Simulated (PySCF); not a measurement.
PySCF input:

```python
from pyscf import gto, scf, dft

mol = gto.M(
    atom='''
    Sn   -0.00000000   -0.00000000   -0.28788838
    F     0.00000000    0.00000000    1.59937991
    ''',
    basis='def2-tzvpd',
    ecp='def2-tzvp',
    charge=1,
    spin=0,
    verbose=4,
)

mf = dft.RKS(mol, xc='m062x').density_fit(auxbasis='def2-universal-jkfit')
mf.grids.level = 4
mf.conv_tol = 1e-9
mf.max_cycle = 100
mf.max_memory = 1500
mf.kernel()
if not mf.converged:
    mf = mf.newton()
    mf.kernel(mf.make_rdm1())
mf.analyze()
```

Task: Which total energy does the run end on?

Result: -313.84639 Eh (M06-2X/def2-TZVPD).
